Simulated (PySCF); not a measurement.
# Electronic structure of Pb⁷⁹⁺ (lead, charge +79) at the UHF level

Configuration: [He] 2s1, 2S determinant. All numbers are calculated (PySCF 2.14, no relativity, point nucleus, in an even-tempered Gaussian basis (17 s from 63 bohr⁻², ratio 2.2; 8 p from 96 bohr⁻², ratio 2.4; 5 d from 290 bohr⁻², ratio 2.4; 5 f from 430 bohr⁻², ratio 2.4; 4 g from 650 bohr⁻², ratio 2.4)).

| Item | Value |
| --- | --- |
| Total energy | -7480.980214 hartree |
| One-electron energy | -7564.1392 hartree |
| Hartree (Coulomb) energy | 141.9979 hartree |
| Exchange energy | -58.8390 hartree |
| Kinetic energy | 7480.98951 hartree |
| ⟨S²⟩ | 0.7500 |
| ⟨L²⟩ | 0.000 |
| Sum of ⟨r⟩ | 0.1111 bohr |
| Sum of ⟨r²⟩ | 0.007342 bohr² |
| Density at the nucleus (Gaussians lack the cusp) | 365000 bohr⁻³ |
| Spin density at the nucleus | 21000 bohr⁻³ |

```
shell  electrons  mean orbital energy (hartree)  rms radius, mean of both spins (bohr)
 1s α          1                    -3295.72862                                 0.0212
 1s β          1                    -3293.97056                                 0.0212
 2s α          1                     -808.12208                                 0.0803
```

A non-relativistic calculation at this Z misses sizeable relativistic shifts.
